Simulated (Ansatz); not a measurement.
Computed with Ansatz on PBE0-D4/def2-TZVP structures; ΔE is electronic, products minus reactants. CBS: MP2 limit from def2 TZ/QZ plus the TZ coupled-cluster correction, frozen cores. This one scheme is used for every species. DFT in def2-TZVPP. Elements past krypton have def2 core potentials. For Br, Cd outer-core shells are correlated without core-valence functions, which leaves a few kJ/mol of doubt a bond. Scalar relativity is left out up to krypton. Each species was taken in one conformer, which may not be the lowest.

Reaction (ligand exchange at a Cd–Cl bond): `[NH2][Cd][Cl]` + HBr → `[NH2][Cd][Br]` + HCl

| level | ΔE (eV) |
| --- | --- |
| PBE-D4 | -0.22 |
| PBE0 | -0.24 |
| r2SCANh | -0.23 |
| r2SCAN0 | -0.25 |
| CAM-B3LYP | -0.22 |
| SCS-MP2/def2-TZVPP | -0.24 |
| MP2/CBS(def2) | -0.26 |
| CCSD/CBS(def2) | -0.25 |

What does CCSD(T)/CBS give? (Best estimate.)

Ansatz gave: -0.25 eV. The listed levels differ from it by 0.03, 0.01, 0.02, 0.00, 0.03, 0.01, -0.01, 0.00 eV.

Largest T1 diagnostic among the species: 0.014.

From BLYP to BHLYP (50 % exact exchange), in def2-TZVPP and without D4, ΔE moves by −0.05 eV. Leaving LDA and LC-ωPBE aside and taking each functional with its dispersion term where it has one, the values, not all of them listed here, spread over 0.07 eV, from BHLYP-D4 to B97M-V.
